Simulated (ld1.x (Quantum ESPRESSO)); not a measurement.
**arsenic: variants of one TM potential**

Base potential:

arsenic, norm-conserving Troullier–Martins (Kleinman–Bylander form), made with ld1.x (Quantum ESPRESSO) 7.5 (LDA (PZ), fully relativistic). Core [Ne], reference 3s2 3p6 3d10 4s2 4p2.5 (charge +0.5). Waves: 3s (bound): rc 0.90 bohr; 3p (bound): rc 0.60 bohr; 3d (bound): rc 0.55 bohr. Local part: all-electron potential smoothed inside 0.45 bohr (lloc = -2). Core correction: none.

Open shells are filled in proportion to 2j + 1 (rel_dist='average').

Occupied shells without a wave of their own: 4p, 4s. They enter only through the test configuration that unscreens the potential.

Cutoffs, loose and tight: the cutoffs (Ry, on a coarse ladder) from which the occupation-weighted sum of valence levels, in a spherical-Bessel basis at the reference potential, stays within 10 and 1 mRy of its value at 400 Ry. They do not see the model core or the augmentation charge, which bear on the density cutoff. Test errors are all-electron minus pseudo excitation energies from the reference, over the configurations 3s2 3p6 3d10 4s2 4p3; 3s2 3p6 3d10 4s2 4p2; 3s2 3p6 3d10 4s2 4p1; 3s2 3p6 3d10 4s1 4p4; 3s1 3p6 3d10 4s2 4p3; 3s2 3p5 3d10 4s2 4p3; 3s2 3p6 3d9 4s2 4p4. A dash means not determined; rows that change the core or the reference have their own tests.

A true bound ghost makes a file unfit for plane-wave use even where its test errors are small: the radial tests pick states by their node count and pass the ghost by.

Cutoffs are not given where the Bessel-basis levels miss the radial ones by over 6 mRy, ghosts where they miss by over 20 mRy; a channel whose overlap is not positive is not tested.

On the changes marked as counting shells twice: ld1.x takes every shell without a wave as core, so the model core holds the marked electrons as well and exchange and correlation see them twice. This cancels in the reference configuration, but the file is broken for other ones, and its errors say nothing about a proper core correction.

| change | outcome | cutoff, loose | cutoff, tight | bound ghosts | largest test error (meV) |
| --- | --- | --- | --- | --- | --- |
| base | generated, misses its reference levels by 2.00 eV | – | – | not determined | -1968 |
| scalar-relativistic | generated, misses its reference levels by 2.00 eV | – | – | not determined | -1969 |
| all radii scaled by about 1.38 (s 1.24, p 0.82, d 0.76 bohr); local potential all-electron potential smoothed inside 0.62 bohr (lloc = -2) | generated, misses its reference levels by 2.47 eV | – | – | not determined | -2473 |
| functional PBEsol | generated, misses its reference levels by 1.97 eV | – | – | not determined | -1927 |
| core correction a·sin(br)/r model core inside 0.48 bohr (4p, 4s counted twice) | generated, misses its reference levels by 2.00 eV | – | – | not determined | -2032 |
| reference 3s2 3p6 3d10 4s2 4p3 | generated, misses its reference levels by 1.93 eV | – | – | not determined | -4223 |

Task: What comes out with this change to the base: core [Ar] 3d10, valence charge 5; reference 4s1 4p4; waves now 4p (bound): rc 1.55 bohr; 4s (bound): rc 1.45 bohr; local potential the s channel?

Result: outcome: generated; cutoff, loose: 35 Ry; cutoff, tight: 70 Ry; bound ghosts: p1/2; largest test error (meV): +19.

Task: What comes out with this change to the base: local potential all-electron potential smoothed inside 0.56 bohr (lloc = -2)?

Result: outcome: generated, misses its reference levels by 1.19 eV; bound ghosts: not determined; largest test error (meV): -1147.

Task: What comes out with this change to the base: wave 3s (bound): rc 0.90 bohr becomes 3s (bound): rc 0.62 bohr?

Result: outcome: generated, misses its reference levels by 0.51 eV; bound ghosts: not determined; largest test error (meV): -443.
